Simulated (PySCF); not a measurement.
CH9BN2.
Bonds: C1–N2, N2–B3, B3–N4. Hydrogens: H5, H6, H7 on C1; H8, H9 on N2; H10, H11 on B3; H12, H13 on N4.

Computed by this run: PBE0-D3(BJ)/def2-SVP geometry optimisation, gas phase in PySCF 2.14.0; density fitting, grid level 1; the optimiser is geomeTRIC in internal coordinates, started from a GFN2-xTB structure with every atom displaced at random (about 0.01 Å).

Step 0: E = -4831.5140 eV
```
atom  x, y, z in Å  |  force x, y, z in eV/Å
C1     -1.9582   -0.0672   -0.4639   -1.018   1.006  -0.281
N2     -0.6456   -0.3025    0.0359    0.611   0.998   0.084
B3      0.5332    0.8943   -0.2939    1.101  -1.310   1.603
N4      1.7749    0.3198    0.3981   -3.133   0.832   0.923
H5     -2.3455    0.8851   -0.0550    0.155  -0.172  -0.030
H6     -2.6838   -0.8407   -0.2242   -0.204  -0.474   0.102
H7     -1.9221    0.0719   -1.5489    0.052  -0.084  -0.167
H8     -0.6121   -0.3737    1.0435    0.026  -0.165   0.399
H9     -0.2466   -1.1421   -0.3310    0.444  -0.843  -0.220
H10     0.6090    0.9125   -1.4666   -0.072   0.046  -1.279
H11     0.0926    1.8774    0.2250   -0.396   0.609   0.248
H12     2.1107    0.8386    1.1916    0.270   0.157   0.131
H13     2.4876    0.0661   -0.1971    2.164  -0.601  -1.513
```

Step 1: E = -4831.7081 eV
```
atom  x, y, z in Å  |  force x, y, z in eV/Å
C1     -1.9667   -0.0294   -0.4822    0.113  -0.085   0.026
N2     -0.6346   -0.3107    0.0498   -0.043  -0.207   0.000
B3      0.5253    0.8414   -0.2429    0.159   0.225  -0.218
N4      1.7673    0.3410    0.4151    0.479  -0.383  -0.461
H5     -2.3131    0.9188   -0.0591   -0.046   0.095   0.037
H6     -2.6909   -0.8235   -0.2517   -0.003  -0.030   0.010
H7     -1.8899    0.0966   -1.5683    0.005   0.004  -0.055
H8     -0.6457   -0.4305    1.0643   -0.023   0.019   0.011
H9     -0.2505   -1.1890   -0.3123   -0.091   0.118   0.009
H10     0.5634    0.8886   -1.4866   -0.056  -0.014   0.190
H11     0.0369    1.8614    0.2597    0.025  -0.070  -0.026
H12     2.1641    0.9163    1.1455   -0.006   0.093   0.049
H13     2.5286    0.0585   -0.2177   -0.513   0.236   0.428
```

Problem. Estimate the geometry and energy of step 2. (The exact step hangs on the optimiser's Hessian estimate; all steps are aligned on step 1, rigid shifts and turns removed.)

Solution. E = -4831.7182 eV, largest force 0.184 eV/Å
```
atom  x, y, z in Å  |  force x, y, z in eV/Å
C1     -1.9660   -0.0293   -0.4812    0.027   0.001   0.010
N2     -0.6355   -0.3120    0.0494   -0.036  -0.064   0.038
B3      0.5328    0.8416   -0.2466    0.065   0.108  -0.076
N4      1.7704    0.3344    0.4136    0.111  -0.124  -0.078
H5     -2.3157    0.9217   -0.0582   -0.005  -0.009  -0.006
H6     -2.6879   -0.8260   -0.2492   -0.010   0.001  -0.005
H7     -1.8894    0.0951   -1.5693   -0.007   0.002   0.000
H8     -0.6477   -0.4317    1.0641   -0.005   0.013  -0.007
H9     -0.2601   -1.1892   -0.3160   -0.013   0.016  -0.008
H10     0.5607    0.8888   -1.4831   -0.017  -0.013   0.056
H11     0.0469    1.8577    0.2585   -0.001  -0.016  -0.003
H12     2.1592    0.9194    1.1433   -0.024   0.028   0.005
H13     2.5263    0.0692   -0.2117   -0.085   0.055   0.075
```

The energy changes by -0.0101 eV. The first-order estimate −F·Δx gives -0.0164 eV and the mean of the old and new forces, exact on a quadratic surface, -0.0102 eV. The step makes an angle of 56° with the force vector and moves no atom by more than 0.012 Å.

What follows is the cost of the whole optimisation. Hardware: one thread, Arm Neoverse N1 (aarch64), shared host. Cost: 31 s wall, 0.41 GiB resident at most.
